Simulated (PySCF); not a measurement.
Electronic structure of Pd³⁺ (palladium, charge +3) at the M06-2X level

Configuration: [Kr] 4d7, high-spin 4F determinant. Calculation: PySCF 2.14, in def2-TZVP with the def2 core potential (28 electrons) (6s4p3d1f, 40 functions); scalar relativity through the core potential.

- Total energy: -125.5371 hartree
- One-electron energy: -202.5560 hartree
- Hartree (Coulomb) energy: 88.5603 hartree
- Exchange-correlation energy: -11.5415 hartree
- ⟨S²⟩: 3.7517
- ⟨L²⟩: 12.007
- Sum of ⟨r⟩: 17.40 bohr
- Sum of ⟨r²⟩: 23.31 bohr²
- Time after the integrals: 0.74 s of wall time on 1 thread of Neoverse-V1 (shared host)

```csv
shell,electrons,mean orbital energy (hartree),spread (hartree),"rms radius, mean of both spins (bohr)"
4s α,1,-5.09002,0,1.01
4s β,1,-4.96673,0,1.01
4p α,3,-3.73643,0,1.10
4p β,3,-3.57807,0.00001,1.10
4d α,5,-1.73222,0.02846,1.41
4d β,2,-1.65296,0,1.41
```

Energies and moments cover only the electrons outside the core potential.
